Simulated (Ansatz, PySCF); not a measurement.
Dissociation curve of SMg, lowest singlet found (which spin is the ground state isn't settled by this scan).

Computed with: RHF/cc-pVDZ (Ansatz, a first-principles code); RHF/6-31G* = restricted Hartree-Fock/6-31G*, spherical d (PySCF); RKS-B3LYP/6-311+G** = restricted B3LYP/6-311+G**, spherical d (PySCF).

Total energies in hartree (comparable only within one method and basis):

```tsv
R / Å	RHF	RHF/6-31G*	RKS-B3LYP/6-311+G**
1.78	-597.04801	-597.01281	-598.23262
1.91	-597.09042	-597.05566	-598.27471
2.05	-597.10936	-597.07501	-598.29438
2.15	-597.11229	-597.07817	-598.29816
2.24	-597.11024	-597.07628	-598.29689
2.36	-597.10338	-597.06960	-598.29083
2.44	-597.09741	-597.06372	-598.28511
2.47	-597.09502	-597.06136	-598.28275
```

The scan ran from 1.78 to 8.30 Å; beyond the distances shown full CI changes its symmetry label. The restricted form behind RHF, RHF/6-31G*, RKS-B3LYP/6-311+G** keeps the bonding electrons paired and can't separate into open-shell fragments.
